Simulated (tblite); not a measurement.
A geometry optimisation, step by step.

Species: C₆H₈Si.
SMILES with atom numbers: `[CH:1]#[C:2][C:3]1=[CH:4][SiH2:5][C@@H:6]1[CH3:7]` (hydrogens: H8 on C1; H9 on C4; H10, H11 on Si5; H12 on C6; H13, H14, H15 on C7)

Computed with GFN2-xTB (tblite), gas phase: L-BFGS steps from a force-field or distance-geometry start until the largest atomic force falls under 0.01 eV/Å. 7 of its 63 geometries are shown.

Step 0: E = -503.2635 eV, largest atomic force 5.431 eV/Å
```
atom  x, y, z in Å  |  force x, y, z in eV/Å
C1      2.697   -0.032    1.528    0.236   0.141   0.200
C2      1.708   -0.264    0.892   -1.596  -0.341  -0.940
C3      0.507   -0.545    0.140    1.663   0.638   1.597
C4      0.147   -1.531   -0.645    2.667  -4.554  -1.282
Si5    -1.500   -0.965   -1.096   -2.672  -1.685  -2.073
C6     -0.731    0.242    0.002   -0.361   4.233   2.719
C7     -0.443    1.551   -0.729   -0.179   1.103   0.311
H8      3.552    0.203    2.095   -0.075  -0.067  -0.089
H9      0.708   -2.456   -0.911   -0.055   0.717   0.304
H10    -1.623   -0.632   -2.517   -0.165   0.061   0.084
H11    -2.643   -1.666   -0.518   -0.089  -0.021  -0.091
H12    -1.264    0.424    0.987    0.601   0.188  -0.834
H13     0.390    1.437   -1.435   -0.282  -0.065   0.238
H14    -1.326    1.877   -1.299    0.317  -0.003   0.232
H15    -0.182    2.365   -0.024   -0.011  -0.344  -0.377
```

Step 10: E = -503.9592 eV, largest atomic force 0.246 eV/Å
```
atom  x, y, z in Å  |  force x, y, z in eV/Å
C1      2.634   -0.029    1.501   -0.204  -0.064  -0.122
C2      1.643   -0.297    0.869    0.167   0.024   0.075
C3      0.491   -0.594    0.131    0.027   0.147   0.105
C4      0.212   -1.660   -0.644    0.049  -0.178  -0.103
Si5    -1.504   -1.055   -1.116    0.026   0.022   0.058
C6     -0.730    0.305    0.017    0.014   0.162  -0.041
C7     -0.441    1.622   -0.698    0.049   0.049  -0.104
H8      3.499    0.187    2.052    0.029   0.030   0.029
H9      0.858   -2.501   -0.862   -0.073   0.103   0.127
H10    -1.683   -0.639   -2.501   -0.070  -0.017  -0.091
H11    -2.682   -1.698   -0.555   -0.081  -0.120  -0.004
H12    -1.202    0.516    0.980    0.004  -0.108  -0.002
H13     0.365    1.462   -1.411    0.027   0.083  -0.085
H14    -1.316    1.952   -1.256   -0.010   0.034   0.066
H15    -0.148    2.436   -0.033    0.045  -0.166   0.091
```

Step 21: E = -503.9970 eV, largest atomic force 0.165 eV/Å
```
atom  x, y, z in Å  |  force x, y, z in eV/Å
C1      2.625   -0.026    1.501    0.056   0.048   0.022
C2      1.643   -0.273    0.851   -0.070  -0.056  -0.075
C3      0.495   -0.577    0.104   -0.039  -0.048   0.013
C4      0.204   -1.675   -0.627    0.058   0.120   0.098
Si5    -1.508   -1.082   -1.132    0.004   0.053  -0.015
C6     -0.725    0.316   -0.040    0.018   0.003   0.027
C7     -0.420    1.654   -0.696    0.014   0.058  -0.049
H8      3.488    0.200    2.060   -0.097  -0.020  -0.046
H9      0.844   -2.530   -0.757    0.033  -0.124  -0.045
H10    -1.760   -0.693   -2.518    0.050  -0.022  -0.028
H11    -2.670   -1.787   -0.589    0.033   0.009   0.041
H12    -1.202    0.500    0.924   -0.058  -0.038   0.027
H13     0.333    1.542   -1.471    0.087  -0.084  -0.074
H14    -1.306    2.067   -1.171   -0.112   0.063   0.089
H15    -0.046    2.372    0.032    0.023   0.037   0.015
```

Step 31: E = -504.0133 eV, largest atomic force 0.085 eV/Å
```
atom  x, y, z in Å  |  force x, y, z in eV/Å
C1      2.606    0.002    1.486    0.050  -0.011   0.060
C2      1.629   -0.279    0.842   -0.036   0.021  -0.008
C3      0.484   -0.581    0.097   -0.010  -0.008   0.006
C4      0.195   -1.687   -0.618    0.044   0.062   0.033
Si5    -1.500   -1.081   -1.157   -0.005  -0.014  -0.005
C6     -0.725    0.324   -0.064   -0.029  -0.047   0.006
C7     -0.407    1.676   -0.685   -0.016  -0.026  -0.012
H8      3.460    0.215    2.057   -0.003   0.027  -0.017
H9      0.820   -2.558   -0.715    0.029  -0.064  -0.048
H10    -1.733   -0.746   -2.560    0.016  -0.001   0.008
H11    -2.624   -1.806   -0.565   -0.049   0.052  -0.028
H12    -1.234    0.478    0.891    0.024   0.035   0.024
H13     0.272    1.554   -1.526   -0.003  -0.010  -0.044
H14    -1.315    2.154   -1.046   -0.027   0.027   0.022
H15     0.067    2.342    0.037    0.017  -0.043   0.003
```

Step 41: E = -504.0260 eV, largest atomic force 0.063 eV/Å
```
atom  x, y, z in Å  |  force x, y, z in eV/Å
C1      2.593    0.012    1.500    0.017   0.024  -0.003
C2      1.617   -0.272    0.857    0.039  -0.014  -0.013
C3      0.481   -0.589    0.106   -0.023   0.024   0.002
C4      0.201   -1.694   -0.613   -0.003   0.006  -0.011
Si5    -1.492   -1.086   -1.163   -0.018  -0.022  -0.022
C6     -0.728    0.313   -0.064   -0.060  -0.003   0.003
C7     -0.407    1.664   -0.683    0.013  -0.005  -0.012
H8      3.452    0.258    2.050    0.017   0.008   0.037
H9      0.831   -2.560   -0.730    0.010  -0.030   0.012
H10    -1.677   -0.778   -2.579   -0.009   0.018   0.006
H11    -2.660   -1.750   -0.585   -0.010   0.000  -0.032
H12    -1.236    0.480    0.889   -0.001  -0.010   0.046
H13     0.178    1.538   -1.593   -0.012   0.013   0.024
H14    -1.323    2.198   -0.935    0.028  -0.015   0.025
H15     0.167    2.274    0.016    0.011   0.007  -0.062
```

Step 52: E = -504.0301 eV, largest atomic force 0.036 eV/Å
```
atom  x, y, z in Å  |  force x, y, z in eV/Å
C1      2.592    0.036    1.498   -0.015  -0.006   0.007
C2      1.622   -0.266    0.854    0.022  -0.029   0.000
C3      0.483   -0.593    0.108   -0.009   0.008   0.000
C4      0.200   -1.699   -0.609   -0.010  -0.012   0.003
Si5    -1.492   -1.086   -1.165    0.011  -0.020  -0.001
C6     -0.730    0.305   -0.052   -0.012   0.020  -0.025
C7     -0.407    1.653   -0.680   -0.005   0.023  -0.009
H8      3.440    0.282    2.065    0.013   0.018   0.003
H9      0.829   -2.569   -0.723   -0.017   0.015   0.000
H10    -1.655   -0.766   -2.582    0.007   0.022   0.015
H11    -2.684   -1.740   -0.628    0.009  -0.012   0.002
H12    -1.229    0.470    0.907    0.012   0.006  -0.014
H13     0.113    1.520   -1.627   -0.005  -0.014   0.004
H14    -1.319    2.217   -0.869    0.009  -0.010   0.015
H15     0.233    2.244   -0.024   -0.009  -0.010   0.001
```

Step 62: E = -504.0310 eV, largest atomic force 0.009 eV/Å
```
atom  x, y, z in Å  |  force x, y, z in eV/Å
C1      2.588    0.040    1.502    0.000   0.000  -0.004
C2      1.626   -0.272    0.851   -0.007   0.002   0.006
C3      0.484   -0.596    0.107    0.002  -0.005   0.002
C4      0.196   -1.704   -0.605   -0.001  -0.003  -0.002
Si5    -1.492   -1.086   -1.164    0.008  -0.005  -0.001
C6     -0.728    0.305   -0.053    0.007   0.002   0.002
C7     -0.407    1.652   -0.683    0.001   0.005  -0.002
H8      3.435    0.295    2.066   -0.003   0.001  -0.002
H9      0.821   -2.575   -0.718   -0.005   0.005  -0.001
H10    -1.647   -0.741   -2.576   -0.005   0.002   0.003
H11    -2.682   -1.754   -0.638    0.001   0.001   0.000
H12    -1.222    0.473    0.908   -0.004  -0.003   0.000
H13     0.096    1.515   -1.638    0.001   0.004   0.000
H14    -1.319    2.221   -0.853    0.001  -0.005   0.000
H15     0.246    2.236   -0.034    0.003  -0.003  -0.002
```

**Question.** Summarise the path.

**Answer.** The energy falls by 0.7675 eV from step 0 to step 62; nine tenths of that is first reached at step 10. It falls at every step. The largest force goes from 5.431 to 0.009 eV/Å. Among the bonds Si5–C6 changes most, from 1.804 to 1.938 Å; the atoms move by 0.244 Å rms after alignment.

The cost below is that of the whole relaxation. The run took 0.61 s of wall time on an Arm Neoverse N1 with one thread, no GPU, shared host with 64 logical CPUs at a one-minute load of 55.
